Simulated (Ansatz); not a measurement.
`B[S][Zn][CH2]N`, relaxed with RKS PBE0-D4/def2-TZVP in Ansatz from a GFN2-xTB geometry. The force threshold is 0.005 eV/Å; the program also tests the step.

Charge 0, multiplicity 1.

Start:

```xyz
11

B    -1.045   -2.132    0.158
S    -0.262   -2.042   -1.391
Zn   -0.532    0.318   -1.643
C     0.287    1.687   -0.220
N     1.154    0.989    0.656
H    -1.065   -3.159    0.718
H    -1.533   -1.169    0.644
H     0.840    2.471   -0.730
H    -0.529    2.125    0.349
H     0.699    0.299    1.238
H     1.986    0.615    0.220
```

Problem. How much energy does the relaxation release, and in how many steps? (Estimate.)

Solution. The calculation gave: 56.90 kJ/mol, in 36 steps, 8 of them rejected.

Problem. Which bonds change most? (An estimate is asked.)

Solution. Computed: S2–Zn3 from 2.389 to 2.205 Å; Zn3–C4 from 2.138 to 1.976 Å; C4–N5 from 1.415 to 1.462 Å; B1–S2 from 1.738 to 1.773 Å.

Problem. Give the relaxed structure. (An estimate is asked.)

Solution. Ansatz gave: 
```xyz
11

B    -1.211   -2.443   -0.015
S    -1.106   -1.976   -1.722
Zn   -0.358   -0.010   -1.060
C     0.383    1.651   -0.286
N     1.325    1.509    0.823
H    -1.598   -3.536    0.273
H    -0.901   -1.687    0.873
H     0.868    2.217   -1.085
H    -0.452    2.273    0.044
H     0.907    1.022    1.604
H     2.143    0.980    0.551
```
